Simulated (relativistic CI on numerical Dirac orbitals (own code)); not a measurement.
Calculated at this level of theory: Dirac-Coulomb-Breit CI, orbitals from a KLI potential per configuration, model QED, unscaled Slater integrals (own radial code, finite nucleus).

The strongest absorption lines from the ground level of an ion, among the configurations computed and to levels below about 674 eV (vacuum wavelength in nm, gf): 3.0293 (0.5), 3.0962 (1.1), 3.1186 (0.04), 3.5778 (0.15), 3.6726 (0.21), 9.8012 (2.4), 12.511 (0.036), 14.514 (0.00063).

Task: Which ion is it?
A. Y XXII
B. Rb XX
C. Br XVI
D. Br XVIII

Result: D. Br XVIII has 18 electrons and the ground level 3s²3p⁶ ¹S0; the strongest line goes to 3s²3p⁵3d ¹P°1. The pattern of lines fixes the number of electrons, and along that sequence the line energies rise steadily with the charge (about as its square where n changes within one kind of shell, about linearly where n is kept but much faster in heavy ions where fine structure, which grows about as Z⁴, sets the gap, and irregularly where shells cross), which fixes Z. Configurations outside the model, such as inner-shell arrays, can give stronger lines. At this charge energies of transitions that change n are usually good to better than 1 %, and those within a shell (Δn = 0) to a few per cent.

LS names give the leading component of a level, which can be under half, so a name can repeat, a term be missing and a line seem to break the LS rules.
